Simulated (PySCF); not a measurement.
Electron correlation in Ag (silver, neutral)

[Kr] 4d9 5s1 5p1, one real determinant (an excited configuration). Calculation: PySCF 2.14, in x2c-QZVPPall (13s8p7d4f2g, 118 functions); scalar relativity by spin-free X2C-1e. Frozen: [Kr]; 11 electrons correlated.

MP2 pair energies summed by pair of shells (mhartree):

```tsv
pair	energy	share (%)
4d-4d	-292.74	85.5
4d-5s	-32.99	9.6
4d-5p	-14.58	4.3
5s-5p	-1.96	0.6
```

Total MP2 correlation energy: -342.26 mhartree.

Same-spin part -129.79 and opposite-spin part -212.47 mhartree; SCS-MP2 scales them by 1/3 and 6/5 to -298.23 mhartree.

The basis was made for the ground configuration and has no added diffuse functions, which can raise the energy of the promoted electron.

The reference is one real determinant that mixes LS terms of this configuration.
